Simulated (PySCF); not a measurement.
Another site gives an ion 63422.17 eV lower (`O[SiH2]Br`) at the level CAM-B3LYP-D3(BJ)/def2-TZVPD (PySCF).

Excitations are Tamm–Dancoff values on a coarser integration grid.

Cartesian coordinates (Å):
```xyz
8

O     -1.7441     0.7840     0.4794
Si    -0.7535    -0.5075     0.1511
Al     1.6006     0.1237    -0.1919
H     -1.6452     1.5894    -0.0301
H     -0.9206    -1.4153     1.3095
H     -1.2557    -1.2553    -1.0359
H      1.9909     1.6338    -0.4607
H      2.7464    -0.9643    -0.1738
```
Charge 0, spin multiplicity 1.

**Question.** Estimate the HOMO–LUMO gap, total energy, S1–T1 gap (TDA), T1 excitation (TDA), S1 excitation (TDA), S1 oscillator strength, HOMO and LUMO that CAM-B3LYP-D3(BJ)/def2-TZVPD run with PySCF 2.14.0 returns for this input.

**Answer.** 
| Property | Result |
|---|---|
| HOMO–LUMO gap | 7.36 eV |
| total energy | -16604.53 eV |
| S1–T1 gap (TDA) | 0.70 eV |
| T1 excitation (TDA) | 3.30 eV |
| S1 excitation (TDA) | 4.00 eV |
| S1 oscillator strength | 0.008 |
| HOMO | -8.53 eV |
| LUMO | -1.17 eV |
